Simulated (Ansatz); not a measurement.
Compare A (`CB(N)O`) with its isomer B (`NCBO`).

Isolated molecules relaxed with PBE0-D4/def2-TZVP in Ansatz; ΔE leaves out vibrations. CCSD(T)/CBS is frozen-core, at the limit of the def2 triple- and quadruple-zeta sets. DFT in def2-TZVPP. B3LYP here is the variant with VWN-RPA as its local correlation; programs differ in this. Each species was taken in one conformer, which may not be the lowest.

(1) Which isomer does CCSD(T)/CBS put lower? Give the gap. (An estimate is asked.)

(2) Give E(B) − E(A) in kcal/mol with r2SCAN-D4, B3LYP, PBE-D4, CCSD(T)/def2-TZVPP, B3LYP-D4, HF/def2-TZVPP, ωB97M-V. (An estimate is asked.)

Largest T1 diagnostic: 0.012.

Results:

(1) Ansatz gave: A, by 44.3 kcal/mol.

(2) The calculation gave: r2SCAN-D4 45.1, B3LYP 44.3, PBE-D4 42.6, CCSD(T)/def2-TZVPP 43.8, B3LYP-D4 44.2, HF/def2-TZVPP 46.1, ωB97M-V 44.1. None reverses the order clearly.

In def2-TZVPP, CCSD(T) changes the Hartree–Fock value by −2.2 kcal/mol (the triples alone add −0.5 kcal/mol) and MP2 by −1.1 kcal/mol. From PBE to PBE0 (25 % exact exchange), in def2-TZVPP and without D4, E(B) − E(A) moves by +1.1 kcal/mol.
